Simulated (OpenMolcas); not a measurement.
# O4+: effect of the active space

```
Program             : OpenMolcas
Method              : SS-CASPT2 or its RAS form, IPEA 0.25 Eh, imaginary shift 0.1 Eh
Basis               : ANO-RCC-VQZP
Scalar Hamiltonian  : DKH2, point nucleus
Spin-orbit coupling : RASSI with atomic mean-field integrals over the reference wave functions, term energies averaged over their components
```

A. 2 electrons in 4 orbitals (2s 2p); 2S+1 = 3 even, 3 roots; 2S+1 = 1 even, 7 roots; 2S+1 = 3 odd, 3 roots; 2S+1 = 1 odd, 3 roots; closed shells correlated: 1s; CASPT2 step about 2.1 core-seconds
B. 2 electrons in 8 orbitals (2s 2p 3s 3p); 2S+1 = 3 even, 3 roots; 2S+1 = 1 even, 7 roots; 2S+1 = 3 odd, 3 roots; 2S+1 = 1 odd, 3 roots; closed shells correlated: 1s; CASPT2 step roughly 4 core-seconds
C. 2 electrons in 9 orbitals (RAS2 2s 2p; RAS3 3d, at most 2 electrons); 2S+1 = 3 even, 3 roots; 2S+1 = 1 even, 7 roots; 2S+1 = 3 odd, 3 roots; 2S+1 = 1 odd, 3 roots; closed shells correlated: 1s; CASPT2 step of the order of 6 core-seconds

Energies in cm⁻¹ above 2s² ¹S₀, the measured ground level; measured values from Moore, Selected Tables of Atomic Spectra, NSRDS-NBS 3, section 9.

| Level | A | B | C | Measured |
| --- | --- | --- | --- | --- |
| 2s² ¹S₀ | 0.0 | 0.0 | 0.0 | 0.0 |
| 2s 2p ³P°₀ | 81951 | 81917 | 81873 | 81942 |
| 2s 2p ³P°₁ | 82099 | 82066 | 82021 | 82079 |
| 2s 2p ³P°₂ | 82398 | 82364 | 82319 | 82385 |
| 2s 2p ¹P°₁ | 160501 | 160415 | 159726 | 158798 |
| 2p² ³P₀ | 213805 | 213749 | 213744 | 213462 |
| 2p² ³P₁ | 213954 | 213898 | 213893 | 213618 |
| 2p² ³P₂ | 214245 | 214189 | 214184 | 213887 |
| 2p² ¹D₂ | 232967 | 232864 | 232455 | 231721 |
| 2p² ¹S₀ | 289447 | 289252 | 289587 | 287910 |

Deviations, from unrounded energies. A percentage is the sum of absolute deviations over the sum of measured energies, with the sign that they share, or ± where signs differ.

| Against measurement | Levels | A | B | C |
| --- | --- | --- | --- | --- |
| mean absolute deviation (cm-1) | 9 | 620 | 560 | 490 |
| other configurations (%) | 9 | +0.4 | ±0.3 | ±0.3 |

C lies closest to measurement on these levels and A furthest from it. The largest miss of C in the table is 2p² ¹S₀, by +1700 cm-1. The ranking rests on the paired levels alone, and a cruder setting can come out closer through cancelling errors.

Among A to C the level of the table that moves most is 2s 2p ¹P°₁, by 780 cm-1 (lowest in C, highest in A).

Active for correlation alone: 3p 3s; no level in the range computed is led by a configuration that fills them, so any true level of that kind is missing (holds for B). Active for correlation alone: 3d; no level in the range computed is led by a configuration that fills it, so any true level of that kind is missing (holds for C). Computed and measured levels are paired by configuration, term and J; levels that our copy of the source lacks, or whose pairing is in doubt (as where it misses far off the trend of its configuration), stay unpaired and out of the deviations. Levels of configurations outside the active space are missing.

° marks odd parity.
